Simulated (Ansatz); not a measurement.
A nudged elastic band was laid between two geometries of BrH + CH4Zn (8 atoms, charge 0, multiplicity 1).

The calculation used Ansatz 0.2.0, RKS CAM-B3LYP-D4/def2-mTZVP.

| Property | Result |
| --- | --- |
| movable images | 5 |
| climbing image | yes |
| spring | 5.0 eV/Å² |
| optimiser | quadratic models (default) |
| start path | through a guess of the saddle point |
| force threshold | 0.03 eV/Å |
| iteration limit | 60 |
| end points | relaxed |

First end point:

```xyz
8
Properties=species:S:1:pos:R:3
Zn -0.187 -0.442 0.026
H -0.727 -0.726 -1.401
C 0.484 -0.094 1.808
H -0.724 0.255 -2.877
Br -0.710 1.071 -4.069
H -0.210 0.526 2.377
H 1.441 0.429 1.772
H 0.634 -1.020 2.364
```

Last end point:

```xyz
8
Properties=species:S:1:pos:R:3
Zn 0.296 0.995 -0.349
H -1.234 -1.866 -1.700
C 0.473 0.179 1.391
H -1.148 -1.303 -2.179
Br 0.091 1.949 -2.376
H -0.274 0.573 2.079
H 1.459 0.372 1.811
H 0.337 -0.900 1.322
```

(1) What changes between the two ends?

(2) What energy profile does the band end with?

(3) What is the geometry of the highest image?

## Answers

(1) Bonds broken: Zn1–H2, H4–Br5. Bonds formed: Zn1–Br5, H2–H4. BrH + CH4Zn becomes CH3BrZn + H2.

(2) The run converged. The highest image is number 3 of 0 to 6, 0.33 eV above the first end and 1.78 eV above the last; the last end lies 1.45 eV below the first. A vibrational analysis at the climbing image gives one clearly imaginary mode, 820i cm⁻¹, and a faint second one (25i cm⁻¹) that may be numerical noise or a soft torsion: probably a first-order saddle point. The orbitals stay closed-shell, which can raise the energy where a bond breaks towards radicals; this wasn't checked here.

```
image  path coordinate (Å)  energy (eV)  Zn1–H2 (Å)  H4–Br5 (Å)  Zn1–Br5 (Å)
    0                 0.00         0.00        1.55        1.44         4.40
    1                 0.88         0.01        1.55        1.44         4.06
    2                 1.75         0.03        1.56        1.44         3.58
    3                 2.63         0.33        1.66        1.66         2.78
    4                 3.46        -0.81        2.12        2.33         2.35
    5                 4.28        -1.35        2.80        2.82         2.26
    6                 5.10        -1.45        3.52        3.49         2.25
```

(3) 
```xyz
8
Properties=species:S:1:pos:R:3
Zn -0.257 -0.390 -0.348
H -0.939 -1.145 -1.654
C 0.420 0.018 1.415
H -0.712 -0.175 -2.192
Br -0.172 1.367 -2.504
H -0.294 0.637 1.957
H 1.353 0.573 1.329
H 0.602 -0.885 1.995
```

The run took 3.2 min on 4 threads of Arm Neoverse N1 (shared host), peak memory 0.3 GiB.
